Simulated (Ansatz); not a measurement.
Molecule: AlCl (charge -1, doublet). 
Coordinates optimised at B3LYP-D3(BJ)/def2-TZVP (Ansatz, an electronic-structure program):
```
Al
Cl 1 2.3421
```
Charge -1, spin multiplicity 2.

Basis-set convergence of Hartree-Fock and CCSD correlation energies (hartree) with Ansatz. Valence correlation only, unless marked. Open shells are spin-unrestricted. Spin-orbit coupling is left out. Non-relativistic. This anion needs diffuse functions, which these sets lack.

```json
[
 {"basis": "cc-pV(D+d)Z", "functions": "46", "E(HF)": "-701.47254", "E(corr, CCSD)": "-0.20934"},
 {"basis": "cc-pV(T+d)Z", "functions": "78", "E(HF)": "-701.49777", "E(corr, CCSD)": "-0.27649"},
 {"basis": "cc-pV(Q+d)Z", "functions": "128", "E(HF)": "-701.50687", "E(corr, CCSD)": "-0.29913"},
 {"basis": "cc-pV(5+d)Z", "functions": "200", "E(HF)": "[?]", "E(corr, CCSD)": "[?]"}
]
```

Q: Some entries are withheld; supply them.

A: 
- cc-pV(5+d)Z, E(HF): -701.50865
- cc-pV(5+d)Z, E(corr, CCSD): -0.30655
